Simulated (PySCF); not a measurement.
TiI4, SMILES [Ti]([I])([I])([I])[I], multiplicity 1.

Coordinates come from a B3LYP-D3(BJ)/def2-SVP optimisation. The multiplicity is an assumed one; no other spin state was optimised. The isomer is the one that the SMILES or the coordinates give; other isomers of the formula were not compared. The def2 effective core potentials stand for the cores of I; spin–orbit coupling is left out.

The numbers are results of PBE/def2-TZVP (PySCF), not measurements.

The molecule is in vacuum.

Computed frontier levels, gap, dipole moment and polarisability:
```json
{
 "highest_occupied_level": "-6.70 eV",
 "lowest_empty_level": "-4.39 eV",
 "orbital_gap": "2.31 eV",
 "dipole_moment": "0.00 D",
 "quadrupole, principal values (traceless, Buckingham form, about the centre of nuclear charge)": "0.00, 0.00, 0.00 D·Å",
 "mean_static_polarisability": "186.1 bohr³ (27.58 Å³)",
 "polarisability_principal_values": "186.1, 186.1, 186.1 bohr³"
}
```
